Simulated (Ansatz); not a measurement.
C2H5NOSi can be A, `CO[SiH2]C#N`, or B, `O=C=NC[SiH3]`.

Program: Ansatz. Geometries: PBE0-D4/def2-TZVP. ΔE: electronic, gas phase. CBS: MP2 limit from def2 TZ/QZ plus the TZ coupled-cluster correction, frozen cores. DFT in def2-TZVPP. One conformer a species, not always the lowest.

Problem. Which is lower in electronic energy at CCSD(T)/CBS, and by how much? (An estimate is asked.)

Solution. Computed: A, by 27.3 kcal/mol.

Problem. Give E(B) − E(A) in kcal/mol with B2PLYP, BLYP-D4, PBE-D4, PBE0-D4, MP2/def2-TZVPP, ωB97M-V, CCSD/def2-TZVPP. (An estimate is asked.)

Solution. Ansatz gave: B2PLYP 23.1, BLYP-D4 17.5, PBE-D4 11.8, PBE0-D4 15.3, MP2/def2-TZVPP 26.3, ωB97M-V 23.6, CCSD/def2-TZVPP 28.7. None reverses the order clearly.

Problem. Does the order hold for the free energy at 298.15 K (harmonic terms from PBE0-D4)? (Best estimate.)

Solution. Ansatz gave: Yes: G(B) − G(A) = +26.0 kcal/mol, for one conformer each. Modes under 60 cm⁻¹, often nearly free rotors, make the harmonic entropy too high.

Largest T1 diagnostic: 0.015.

Leaving LDA and LC-ωPBE aside and taking each functional with its dispersion term where it has one, the values, not all of them listed here, spread over 12.5 kcal/mol, from PBE-D4 to BHLYP-D4. LDA lies −4.5 kcal/mol from PBE without D4. From PBE to PBE0 (25 % exact exchange), in def2-TZVPP and without D4, E(B) − E(A) moves by +3.5 kcal/mol.
